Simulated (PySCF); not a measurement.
# Spinor energies of Hg⁺ (mercury, charge +1)

Start: [Xe] 4f14 5d10 6s1; 6s1/2 filled at m_j = +1/2. Calculated with PySCF 2.14 in x2c-TZVPall-2c with one added diffuse shell each of s, p, d type (12s12p11d2f, 117 functions): generalised Hartree-Fock with the X2C-1e Hamiltonian and a Gaussian nucleus; one run each with spin-orbit coupling (SO) switched off, then screened by Boettger's factors.

| spinor shell | electrons | ε, spin-free (eV) | ε, screened SO (eV) | weight of nominal j (screened SO) | rms radius, screened SO (bohr) |
| --- | --- | --- | --- | --- | --- |
| 1s1/2 | 2 | -83580.6 | -83547.0 | 1.000 | 0.0187 |
| 2s1/2 | 2 | -14975.3 | -14964.7 | 1.000 | 0.0755 |
| 2p1/2 | 2 | -12929.1 | -14334.0 | 1.000 | 0.0639 |
| 2p3/2 | 4 | -12929.1 | -12380.9 | 1.000 | 0.0720 |
| 3s1/2 | 2 | -3630.6 | -3627.2 | 1.000 | 0.193 |
| 3p1/2 | 2 | -3030.2 | -3344.2 | 1.000 | 0.184 |
| 3p3/2 | 4 | -3030.2 | -2905.2 | 1.000 | 0.201 |
| 3d3/2 | 4 | -2387.6 | -2442.2 | 1.000 | 0.176 |
| 3d5/2 | 6 | -2387.6 | -2348.6 | 1.000 | 0.180 |
| 4s1/2 | 2 | -842.92 | -841.89 | 1.000 | 0.424 |
| 4p1/2 | 2 | -642.75 | -719.47 | 1.000 | 0.429 |
| 4p3/2 | 4 | -642.75 | -612.05 | 1.000 | 0.463 |
| 4d3/2 | 4 | -399.78 | -411.74 | 1.000 | 0.475 |
| 4d5/2 | 6 | -399.78 | -391.11 | 1.000 | 0.486 |
| 5s1/2 | 2 | -147.74 | -147.63 | 1.000 | 0.971 |
| 4f5/2 | 6 | -128.63 | -130.58 | 1.000 | 0.526 |
| 4f7/2 | 8 | -128.63 | -126.42 | 1.000 | 0.528 |
| 5p1/2 | 2 | -91.656 | -105.27 | 1.000 | 1.05 |
| 5p3/2 | 4 | -91.656 | -86.323 | 1.000 | 1.15 |
| 5d3/2 | 4 | -25.444 | -26.770 | 0.996 | 1.53 |
| 5d5/2 | 6 | -25.444 | -24.591 | 0.997 | 1.60 |
| 6s1/2 | 1 | -17.347 | -17.375 | 1.000 | 2.81 |

```csv
quantity,spin-free,screened SO
E (hartree),-19607.31022,-19639.35917
M_J,1/2,1/2
⟨J²⟩,0.752,0.752
⟨L²⟩,0.000,0.185
⟨S²⟩,0.752,0.938
```

Each row is a mean over spinors that exchange with the open shell spreads, by up to 0.334 eV (5d5/2).

Breit and QED terms are absent; they matter most for the inner s and p1/2 levels.

Densities and radii are taken from the X2C orbitals without a picture-change correction, which distorts them close to the nucleus.

Without spin-orbit coupling the j labels of p, d and f shells carry no meaning; the spin-free column gives the mean over the occupied spinors of each nl shell.
